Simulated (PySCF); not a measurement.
PySCF input for Cr(OH)3 (CrH₃O₃), SMILES [OH][Cr]([OH])[OH] (connectivity only; charge and spin as stated), neutral, multiplicity 4, TDA-PBE0/def2-SVPD. Geometry: PBE0-D3(BJ)/def2-SVP. The multiplicity is an assumed one; other spin states were not compared. Other conformers were not sampled.

```python
import numpy as np
from pyscf import gto, scf, dft, tdscf

mol = gto.M(
    atom='''
    Cr    0.03530179    0.00678675   -0.00000000
    O     0.07224376    0.87417382    1.52780588
    H    -0.74316607    1.05014635    2.01275009
    O     0.07224376    0.87417388   -1.52780583
    H    -0.74316607    1.05014644   -2.01275004
    O    -0.14546881   -1.74427081   -0.00000004
    H     0.64693956   -2.29579005   -0.00000005
    ''',
    basis='def2-SVPD',
    charge=0,
    spin=3,
    max_memory=1600,
    verbose=4,
)
mf = dft.UKS(mol, xc='pbe0').density_fit(auxbasis='def2-universal-jkfit')
mf.grids.level = 3
mf.conv_tol = 1e-9
mf.max_cycle = 100
mf.kernel()
fine, coarse = mf.grids, dft.Grids(mol).set(level=1).build(with_non0tab=True)
for _ in range(3):  # follow internal instabilities
    mf.grids = coarse
    mo, _, stable, _ = mf.stability(return_status=True, nroots=4)
    mf.grids = fine
    if stable:
        break
    mf.kernel(mf.make_rdm1(mo, mf.mo_occ))
mf.grids = dft.Grids(mol).set(level=1).build(with_non0tab=True)  # coarser grid for the response kernel
td = tdscf.TDA(mf)
td.nstates = 10
td.conv_tol = 1e-4
td.positive_eig_threshold = 1e-6
td.kernel(x0=td.get_init_guess(mf, 15))
td.analyze()
```

Output:

```
PySCF version 2.14.0

[INPUT] verbose = 4
[INPUT] num. atoms = 7
[INPUT] num. electrons = 51
[INPUT] charge = 0
[INPUT] spin (= nelec alpha-beta = 2S) = 3
[INPUT] symmetry False subgroup None
[INPUT] Mole.unit = angstrom
[INPUT] Symbol           X                Y                Z      unit          X                Y                Z       unit  Magmom
[INPUT]  1 Cr     0.035301790000   0.006786750000   0.000000000000 AA    0.066710714807   0.012825098776   0.000000000000 Bohr   0.0
[INPUT]  2 O      0.072243760000   0.874173820000   1.527805880000 AA    0.136520920609   1.651949105065   2.887134684700 Bohr   0.0
[INPUT]  3 H     -0.743166070000   1.050146350000   2.012750090000 AA   -1.404380337369   1.984488992212   3.803546427294 Bohr   0.0
[INPUT]  4 O      0.072243760000   0.874173880000  -1.527805830000 AA    0.136520920609   1.651949218448  -2.887134590214 Bohr   0.0
[INPUT]  5 H     -0.743166070000   1.050146440000  -2.012750040000 AA   -1.404380337369   1.984489162287  -3.803546332807 Bohr   0.0
[INPUT]  6 O     -0.145468810000  -1.744270810000  -0.000000040000 AA   -0.274896210566  -3.296194117973  -0.000000075589 Bohr   0.0
[INPUT]  7 H      0.646939560000  -2.295790050000  -0.000000050000 AA    1.222538587547  -4.338414434002  -0.000000094486 Bohr   0.0

nuclear repulsion = 243.322218974897
number of shells = 51
number of NR pGTOs = 205
number of NR cGTOs = 127
basis = def2-SVPD
ecp = {}


[settings echo left out]
init E= -1271.0390200726
  alpha nocc = 27  HOMO = -0.319988547196667  LUMO = -0.252527824664773
  beta  nocc = 24  HOMO = -0.467646671273086  LUMO = -0.325727206776454

WARN: HOMO -0.319988547196667 >= LUMO -0.325727206776454

cycle= 1 E= -1271.09046992834  delta_E= -0.0514  |g|= 0.683  |ddm|= 2.54
  alpha nocc = 27  HOMO = -0.140275972000644  LUMO = 0.0592641220347638
  beta  nocc = 24  HOMO = -0.174210074715588  LUMO = -0.00814468376989819
  HOMO = -0.140275972001  LUMO = -0.0081446837699  gap/eV = 3.59548
cycle= 2 E= -1270.92285931489  delta_E= 0.168  |g|= 0.963  |ddm|=  1.5
  alpha nocc = 27  HOMO = -0.261921840235674  LUMO = -0.011699784102418
  beta  nocc = 24  HOMO = -0.33298612704798  LUMO = -0.0555163435628687
  HOMO = -0.261921840236  LUMO = -0.0555163435629  gap/eV = 5.61658
cycle= 3 E= -1271.28641061158  delta_E= -0.364  |g|= 0.128  |ddm|= 0.911
  alpha nocc = 27  HOMO = -0.290960910091794  LUMO = -0.0374372106970047
  beta  nocc = 24  HOMO = -0.328832372733078  LUMO = -0.0754482833818542
  HOMO = -0.290960910092  LUMO = -0.0754482833819  gap/eV = 5.86440
cycle= 4 E= -1271.28992114864  delta_E= -0.00351  |g|= 0.0919  |ddm|= 0.201
  alpha nocc = 27  HOMO = -0.276879063776946  LUMO = -0.0148881327953734
  beta  nocc = 24  HOMO = -0.325941102291805  LUMO = -0.0608826465972996
  HOMO = -0.276879063777  LUMO = -0.0608826465973  gap/eV = 5.87756
cycle= 5 E= -1271.29401619059  delta_E= -0.0041  |g|= 0.00865  |ddm|= 0.08
  alpha nocc = 27  HOMO = -0.278112060315524  LUMO = -0.0139348100395021
  beta  nocc = 24  HOMO = -0.327120444159997  LUMO = -0.0607404618008029
  HOMO = -0.278112060316  LUMO = -0.0607404618008  gap/eV = 5.91498
cycle= 6 E= -1271.29415148322  delta_E= -0.000135  |g|= 0.0073  |ddm|= 0.0257
  alpha nocc = 27  HOMO = -0.278193253690971  LUMO = -0.0129813944067783
  beta  nocc = 24  HOMO = -0.327683157329303  LUMO = -0.0604012078613003
  HOMO = -0.278193253691  LUMO = -0.0604012078613  gap/eV = 5.92642
cycle= 7 E= -1271.29418973009  delta_E= -3.82e-05  |g|= 0.00579  |ddm|= 0.0119
  alpha nocc = 27  HOMO = -0.277976233303082  LUMO = -0.0119271201673446
  beta  nocc = 24  HOMO = -0.328209480484135  LUMO = -0.0600762145475744
  HOMO = -0.277976233303  LUMO = -0.0600762145476  gap/eV = 5.92936
cycle= 8 E= -1271.29421775958  delta_E= -2.8e-05  |g|= 0.0009  |ddm|= 0.0101
  alpha nocc = 27  HOMO = -0.277805759943705  LUMO = -0.0115628273743597
  beta  nocc = 24  HOMO = -0.328323159301775  LUMO = -0.0599466989714772
  HOMO = -0.277805759944  LUMO = -0.0599466989715  gap/eV = 5.92825
cycle= 9 E= -1271.294220183  delta_E= -2.42e-06  |g|= 0.000329  |ddm|= 0.0042
  alpha nocc = 27  HOMO = -0.277801666418763  LUMO = -0.0115654167853035
  beta  nocc = 24  HOMO = -0.328357386574452  LUMO = -0.0599620619531569
  HOMO = -0.277801666419  LUMO = -0.0599620619532  gap/eV = 5.92772
cycle= 10 E= -1271.29422059543  delta_E= -4.12e-07  |g|= 0.0002  |ddm|= 0.00149
  alpha nocc = 27  HOMO = -0.277804345416672  LUMO = -0.011573435352444
  beta  nocc = 24  HOMO = -0.328371594724367  LUMO = -0.0599757735338411
  HOMO = -0.277804345417  LUMO = -0.0599757735338  gap/eV = 5.92742
cycle= 11 E= -1271.29422083768  delta_E= -2.42e-07  |g|= 0.000133  |ddm|= 0.00131
  alpha nocc = 27  HOMO = -0.277789621768391  LUMO = -0.0115513087832667
  beta  nocc = 24  HOMO = -0.32834800222147  LUMO = -0.0599718284701019
  HOMO = -0.277789621768  LUMO = -0.0599718284701  gap/eV = 5.92712
cycle= 12 E= -1271.29422095083  delta_E= -1.13e-07  |g|= 9.24e-05  |ddm|= 0.00106
  alpha nocc = 27  HOMO = -0.277795448764758  LUMO = -0.0115450869101379
  beta  nocc = 24  HOMO = -0.328359669591421  LUMO = -0.0599742550918667
  HOMO = -0.277795448765  LUMO = -0.0599742550919  gap/eV = 5.92722
cycle= 13 E= -1271.29422098599  delta_E= -3.52e-08  |g|= 6.2e-05  |ddm|= 0.000773
  alpha nocc = 27  HOMO = -0.277808815356568  LUMO = -0.011563069457031
  beta  nocc = 24  HOMO = -0.328353595691711  LUMO = -0.0599856838483932
  HOMO = -0.277808815357  LUMO = -0.0599856838484  gap/eV = 5.92727
cycle= 14 E= -1271.29422098889  delta_E= -2.9e-09  |g|= 4.06e-05  |ddm|= 0.000172
  alpha nocc = 27  HOMO = -0.277803093500885  LUMO = -0.0115505829732177
  beta  nocc = 24  HOMO = -0.328351625921673  LUMO = -0.0599795728309043
  HOMO = -0.277803093501  LUMO = -0.0599795728309  gap/eV = 5.92728
cycle= 15 E= -1271.29422099047  delta_E= -1.58e-09  |g|= 7.64e-06  |ddm|= 0.000109
  alpha nocc = 27  HOMO = -0.277803505602813  LUMO = -0.011550614701094
  beta  nocc = 24  HOMO = -0.328351160603591  LUMO = -0.0599797461411611
  HOMO = -0.277803505603  LUMO = -0.0599797461412  gap/eV = 5.92729
cycle= 16 E= -1271.2942209906  delta_E= -1.31e-10  |g|= 8.34e-06  |ddm|= 4.64e-05
  alpha nocc = 27  HOMO = -0.277803614375706  LUMO = -0.0115502485642336
  beta  nocc = 24  HOMO = -0.328351515243352  LUMO = -0.0599795031781563
  HOMO = -0.277803614376  LUMO = -0.0599795031782  gap/eV = 5.92730
Extra cycle  E= -1271.29422099052  delta_E= 7.78e-11  |g|= 1.71e-05  |ddm|= 2e-05
converged SCF energy = -1271.29422099052  <S^2> = 3.7883511  2S+1 = 4.0191298
tot grids = 30408
uhf_internal: lowest eigs of H = [0.12236158 0.12389041 0.15784982 0.16054309]
<class 'pyscf.df.df_jk.DFUKS'> wavefunction is stable in the internal stability analysis
tot grids = 30408
Overwritten attributes  positive_eig_threshold  of <class 'pyscf.tdscf.uks.TDA'>


******** <class 'pyscf.tdscf.uks.TDA'> for <class 'pyscf.df.df_jk.DFUKS'> ********
nstates = 10
deg_eia_thresh = 1.000e-03
wfnsym = None
conv_tol = 0.0001
eigh lindep = 1e-12
eigh level_shift = 0
eigh max_cycle = 100


Excitation energies (eV)
[1.9854788  2.0279819  2.24246191 2.24497014 2.52299353 2.59884495
 4.66502651 4.76641853 5.30320474 5.310794  ]

** Excitation energies and oscillator strengths **
Excited State   1:      1.98548 eV    624.45 nm  f=0.0007
      19a ->   28a      0.14644
      21a ->   28a     -0.10778
      22a ->   29a      0.11427
      25a ->   28a      0.36495
      26a ->   29a     -0.56235
      27a ->   28a      0.69374
Excited State   2:      2.02798 eV    611.37 nm  f=0.0017
      19a ->   29a     -0.12715
      20a ->   28a      0.11198
      21a ->   29a      0.10159
      22a ->   28a      0.16745
      24a ->   28a      0.10266
      25a ->   29a     -0.40678
      26a ->   28a     -0.67623
      27a ->   29a     -0.53698
Excited State   3:      2.24246 eV    552.89 nm  f=0.0007
      19a ->   29a     -0.10577
      25a ->   29a      0.24789
      26a ->   28a      0.48846
      27a ->   29a     -0.81158
Excited State   4:      2.24497 eV    552.28 nm  f=0.0013
      22a ->   29a      0.11098
      25a ->   28a      0.55640
      26a ->   29a     -0.45369
      27a ->   28a     -0.67064
Excited State   5:      2.52299 eV    491.42 nm  f=0.0002
      22a ->   29a      0.12545
      25a ->   28a     -0.73101
      26a ->   29a     -0.63166
      27a ->   28a     -0.13991
Excited State   6:      2.59884 eV    477.07 nm  f=0.0008
      25a ->   29a      0.86618
      26a ->   28a     -0.45916
Excited State   7:      4.66503 eV    265.77 nm  f=0.0118
      24a ->   28a     -0.96300
      26a ->   28a     -0.10171
      24b ->   28b      0.15540
Excited State   8:      4.76642 eV    260.12 nm  f=0.0140
      22a ->   29a     -0.12280
      23a ->   28a     -0.16563
      24a ->   29a     -0.93903
      26a ->   29a     -0.12379
      24b ->   29b      0.17153
Excited State   9:      5.30320 eV    233.79 nm  f=0.0030
      22a ->   29a      0.45584
      23a ->   28a     -0.85476
      26a ->   29a      0.10205
      23b ->   28b      0.11738
Excited State  10:      5.31079 eV    233.46 nm  f=0.0000
      22a ->   28a     -0.63468
      23a ->   29a     -0.73857
      26a ->   28a     -0.13365

** Transition electric dipole moments (AU) **
state          X           Y           Z        Dip. S.      Osc.
  1         0.0000      0.0000     -0.1167      0.0136      0.0007
  2         0.0750      0.1717      0.0000      0.0351      0.0017
  3        -0.0461      0.1038      0.0000      0.0129      0.0007
  4         0.0000     -0.0000      0.1566      0.0245      0.0013
  5        -0.0000     -0.0000      0.0515      0.0027      0.0002
  6        -0.0342      0.1044      0.0000      0.0121      0.0008
  7        -0.0118      0.3212     -0.0000      0.1033      0.0118
  8         0.0000     -0.0000     -0.3462      0.1199      0.0140
  9        -0.0000     -0.0000      0.1527      0.0233      0.0030
 10         0.0118     -0.0048      0.0000      0.0002      0.0000

** Transition velocity dipole moments (imaginary part, AU) **
state          X           Y           Z        Dip. S.      Osc.
  1         0.0000      0.0000      0.0088      0.0001      0.0007
  2         0.0058     -0.0087     -0.0000      0.0001      0.0010
  3         0.0005     -0.0057      0.0000      0.0000      0.0003
  4        -0.0000      0.0000      0.0000      0.0000      0.0000
  5        -0.0000     -0.0000     -0.0019      0.0000      0.0000
  6        -0.0021      0.0082      0.0000      0.0001      0.0005
  7        -0.0092     -0.0169      0.0000      0.0004      0.0014
  8         0.0000      0.0000      0.0130      0.0002      0.0006
  9         0.0000      0.0000      0.0094      0.0001      0.0003
 10         0.0034     -0.0027      0.0000      0.0000      0.0001

** Transition magnetic dipole moments (imaginary part, AU) **
state          X           Y           Z
  1         0.2284      0.0568      0.0000
  2         0.0000     -0.0000      0.0414
  3         0.0000     -0.0000     -0.6055
  4         0.1307     -0.1673      0.0000
  5         0.0709     -1.0362     -0.0000
  6        -0.0000     -0.0000      0.8746
  7         0.0000      0.0000     -0.1230
  8        -0.0583      0.0845      0.0000
  9        -0.2324     -0.0295      0.0000
 10        -0.0000     -0.0000     -0.1299
```

The run converged.

Cost: roughly 2.7 core-minutes.
